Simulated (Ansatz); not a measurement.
`O[SiH2]O[SiH](Cl)Cl` + `[AlH2][CH2][SiH3]` → `[SiH3]C[SiH](Cl)Cl` + `O[SiH2][O][AlH2]`  (redistribution)

Calculated with Ansatz (gas phase, PBE0-D4/def2-TZVP geometries, no zero-point term in ΔE). CCSD(T)/CBS is the MP2 limit (def2-TZVPP, def2-QZVPP) plus CCSD(T) − MP2 in def2-TZVPP, frozen cores. DFT in def2-TZVPP. B3LYP here is the variant with VWN-RPA as its local correlation; programs differ in this. One conformer a species, not always the lowest.

```
             level  ΔE (kcal/mol)  difference from CCSD(T)/CBS
            PBE-D4           -9.6                          0.4
           PBE0-D4           -9.5                          0.5
           ωB97X-V           -9.9                          0.1
           ωB97M-V           -9.7                          0.3
            r2SCAN           -9.6                          0.4
              PBE0           -9.7                          0.3
             B3LYP          -10.1                         -0.1
    MP2/def2-TZVPP          -10.8                         -0.8
SCS-MP2/def2-TZVPP          -10.7                         -0.7
   CCSD/def2-TZVPP          -10.2                         -0.2
CCSD(T)/def2-TZVPP          -10.1                         -0.1
     HF/def2-QZVPP           -9.3                          0.7
    MP2/def2-QZVPP          -10.6                         -0.6
SCS-MP2/def2-QZVPP          -10.5                         -0.5
     MP2/CBS(def2)          -10.6                         -0.6
    CCSD/CBS(def2)          -10.0                          0.0
       CCSD(T)/CBS          -10.0                            0
```

Largest T1 diagnostic among the species: 0.012.
